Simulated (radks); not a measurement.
The numbers below are computed, except where a source is named.
How relativity changes the ionisation of neutral praseodymium ([Xe] 4f3 6s2) to Pr+ ([Xe] 4f3 6s1). Spin-unpolarised spherical Kohn-Sham, PBE, point nucleus unless stated (finite: rms radius 4.8919 fm), a radial shooting solver on a logarithmic mesh with Libxc functionals. A level marked "c x" has the speed of light scaled by that factor and shares open shells by 2j + 1; other Dirac levels either fill j = l - 1/2 first or share by 2j + 1.

level,E(Pr) (hartree),E(Pr+) (hartree),IE (eV),HOMO,<r> HOMO (bohr)
non-rel.,-8923.6303,-8923.4305,5.437,6s,4.726
scalar-rel.,-9237.3306,-9237.1203,5.721,4f,1.211
"scalar-rel., finite nucleus",-9236.8629,-9236.6526,5.721,4f,1.211
"Dirac, 2j+1 shares",-9242.6113,-9242.4010,5.722,4f7/2,1.225
"Dirac, low j first",-9242.6326,-9242.4226,5.716,4f5/2,1.203
"Dirac, 2j+1 shares, finite nucleus",-9242.1414,-9241.9311,5.722,4f7/2,1.225
"Dirac, c x 1.25",-9120.6821,-9120.4762,5.603,4f7/2,1.164
"Dirac, c x 1.5",-9057.9808,-9057.7770,5.547,4f7/2,1.138
"Dirac, c x 2",-8997.8747,-8997.6727,5.496,4f7/2,1.115

NIST Atomic Spectra Database: 5.470 eV (semi-empirical). The relativistic part of the total energy of Pr is -318.5 hartree (Dirac, 2j+1 shares, finite nucleus), 3.6 % of the non-relativistic value. Spin polarisation and multiplet splitting of open shells are left out at every level.

Beside tabulated values, note that relativity, absent from the non-relativistic runs, is large for the heavy elements, and spin-unpolarised runs miss the spin-polarisation part of the exchange energy of open shells.
